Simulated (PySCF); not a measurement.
Atoms are numbered as in `[cH:1]1[cH:2][cH:3][c:4]([CH:5]2[CH2:6][SiH2:7][CH2:8]2)[n:9][cH:10]1`; H(Xn) means a hydrogen on atom n. Ha(C6), Ha(Si7), Ha(C8) are cis to C4 on the ring; Hb(C6), Hb(Si7), Hb(C8) are trans to C4 on the ring.

Fast rotation and ring inversion assumed for equivalent nuclei, one conformer, no relativistic terms, in vacuum. PBE0-D3(BJ)/def2-SVP structure; σ from GIAO-PBE0/pcSseg-1; PySCF 2.14.0 with density-fitted response routines.

Predict the 2D correlation tables (HSQC, COSY, HMBC).

Answers



HSQC (one-bond C–H):
| δH | δC |
| --- | --- |
| 8.54 (H(C10)) | 153.6 (C10) |
| 7.81 (H(C2)) | 142.4 (C2) |
| 7.57 (H(C3)) | 125.7 (C3) |
| 7.06 (H(C1)) | 125.7 (C1) |
| 4.09 (H(C5)) | 46.9 (C5) |
| 2.02 (Hb(C6)/Hb(C8)) | 16.9 (C6/C8) |
| 1.17 (Ha(C6)/Ha(C8)) | 16.9 (C6/C8) |

COSY cross peaks (H two or three bonds apart, from the bond graph; peaks can be absent where the dihedral angle is near 90°):
| δH | δH |
| --- | --- |
| 8.54 (H(C10)) | 7.06 (H(C1)) |
| 7.81 (H(C2)) | 7.57 (H(C3)) |
| 7.81 (H(C2)) | 7.06 (H(C1)) |
| 5.25 (Ha(Si7)) | 5.09 (Hb(Si7)) |
| 5.25 (Ha(Si7)) | 2.02 (Hb(C6)/Hb(C8)) |
| 5.25 (Ha(Si7)) | 1.17 (Ha(C6)/Ha(C8)) |
| 5.09 (Hb(Si7)) | 2.02 (Hb(C6)/Hb(C8)) |
| 5.09 (Hb(Si7)) | 1.17 (Ha(C6)/Ha(C8)) |
| 4.09 (H(C5)) | 2.02 (Hb(C6)/Hb(C8)) |
| 4.09 (H(C5)) | 1.17 (Ha(C6)/Ha(C8)) |
| 2.02 (Hb(C6)/Hb(C8)) | 1.17 (Ha(C6)/Ha(C8)) |

HMBC (two and three bonds, from the bond graph):
| δH | δC |
| --- | --- |
| 8.54 (H(C10)) | 177.4 (C4), 142.4 (C2), 125.7 (C1) |
| 7.81 (H(C2)) | 177.4 (C4), 153.6 (C10), 125.7 (C3), 125.7 (C1) |
| 7.57 (H(C3)) | 177.4 (C4), 142.4 (C2), 125.7 (C1), 46.9 (C5) |
| 7.06 (H(C1)) | 153.6 (C10), 142.4 (C2), 125.7 (C3) |
| 5.25 (Ha(Si7)) | 46.9 (C5), 16.9 (C6/C8) |
| 5.09 (Hb(Si7)) | 46.9 (C5), 16.9 (C6/C8) |
| 4.09 (H(C5)) | 177.4 (C4), 125.7 (C3), 16.9 (C6/C8) |
| 2.02 (Hb(C6)/Hb(C8)) | 177.4 (C4), 46.9 (C5), 16.9 (C6/C8) |
| 1.17 (Ha(C6)/Ha(C8)) | 177.4 (C4), 46.9 (C5), 16.9 (C6/C8) |

Chemical shifts δ = σref − σ; 1H (31.27 ppm) and 13C (184.41 ppm) against TMS, all at this level.

Short H···H contacts in this conformer between protons four or more bonds apart (candidates for NOE cross peaks, intensity ∝ r⁻⁶): H(C3)···Ha(C8) 2.68 Å.

Shifts are as computed. Against solution values, carbons near 30 ppm lie about +2 ppm off and those near 130 ppm about +5 ppm. Of 1313 compounds with measured shifts, 239 miss one by over three times the rms of a fit or turn the order of signals round; such compounds aren't used in these exercises.
